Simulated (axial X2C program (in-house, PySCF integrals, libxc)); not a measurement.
# Ionising CuB

All values come from calculations with an in-house all-electron X2C program for linear molecules (integrals from PySCF), spin-free (one-electron X2C) or two-component (2c: spin–orbit coupling with atomic mean-field Coulomb and Gaunt terms, which also bring small scalar terms), in Dyall basis sets with cores contracted in-house; open shells are unrestricted.

Basis sets: B dyall-v3z, Cu dyall-cv3z. Frozen shells (counts by l): CuB Cu 3s2p, B 1s, 14 electrons correlated; CuB⁺ Cu 3s2p, B 1s, 13 electrons correlated. Coupled cluster in natural virtuals with an MP2 remainder. Where the outer core of a metal is frozen, bonds come out longer and ionisation energies lower.

| Hamiltonian | level | CuB state | Re (Å) | ωe (cm⁻¹) | De (eV) |
| --- | --- | --- | --- | --- | --- |
| spin-free | HF | M_S = 0, Λ = 0 | 2.136 | 401.6 | n/a |
| spin-free | PBE0 | M_S = 0, Λ = 0 | 1.913 | 544.7 | 2.33 |
| spin-free | MP2 | M_S = 0, Λ = 0 | 1.821 | 601.5 | 2.40 |
| spin-free | CCSD | M_S = 0, Λ = 0 | 1.923 | 512.8 | 2.11 |
| 2c | HF | Ω = 0 | 2.137 | 401.3 | n/a |
| 2c | PBE0 | Ω = 0 | 1.914 | 544.3 | 2.33 |
| 2c | MP2 | Ω = 0 | 1.822 | 600.9 | 2.39 |
| 2c | CCSD | Ω = 0 | 1.924 | 512.1 | 2.11 |

Adiabatic ionisation energy (minimum to minimum, no zero-point term) and constants of CuB⁺:

| Hamiltonian | level | CuB⁺ state | IE (eV) | Re (Å) | ωe (cm⁻¹) | De (eV) | fragments |
| --- | --- | --- | --- | --- | --- | --- | --- |
| spin-free | HF | M_S = 1/2, Λ = 0 | 5.49 | 2.203 | 316.7 | 1.33 | Cu+ + B |
| spin-free | PBE0 | M_S = 1/2, Λ = 0 | 7.53 | 1.898 | 536.2 | 2.75 | Cu+ + B |
| spin-free | MP2 | M_S = 1/2, Λ = 0 | 7.40 | 1.849 | 563.2 | 2.48 | Cu+ + B |
| spin-free | CCSD | M_S = 1/2, Λ = 0 | 7.40 | 1.964 | 437.0 | 2.05 | Cu+ + B |
| 2c | HF | Ω = 1/2 | 5.48 | 2.204 | 316.3 | 1.30 | Cu+ + B |
| 2c | PBE0 | Ω = 1/2 | 7.52 | 1.899 | 535.6 | 2.75 | Cu+ + B |
| 2c | MP2 | Ω = 1/2 | 7.40 | 1.850 | 562.1 | 2.47 | Cu+ + B |
| 2c | CCSD | Ω = 1/2 | 7.40 | 1.965 | 435.8 | 2.05 | Cu+ + B |

Question: Add the zero-point terms to the ionisation energy at CCSD, 2c, and say whether the electron removed was bonding.

Answer: IE0 = IE + (ωe⁺ − ωe)/2 = 7.40 + (-0.005) = 7.40 eV. Re changes by 0.041 Å, so the bond lengthens, as on loss of a bonding electron.

Question: Close the cycle De(CuB⁺) + IE(CuB) = De(CuB) + IE(Cu) to find the atomic ionisation energy at CCSD, 2c.

Answer: IE(Cu) = 2.05 + 7.40 − 2.11 = 7.34 eV, for the determinants used.

Each entry is the lowest single determinant of a limited PBE0 search at one distance. De goes to single-determinant-based atoms at the same level (for ions the charge split of lowest energy) and is withheld (n/a) where an atom does not fit its ground term or J level. Main or longest-lived isotopes. One determinant is a doubtful description, or other states lie close, for CuB; these need not be ground states, and all values refer to the states named. Some light 2c atoms are not at their ground J level, so De misses part of their lowering (0.04 eV or less). The functionals have no current term, which raises determinants with orbital currents.
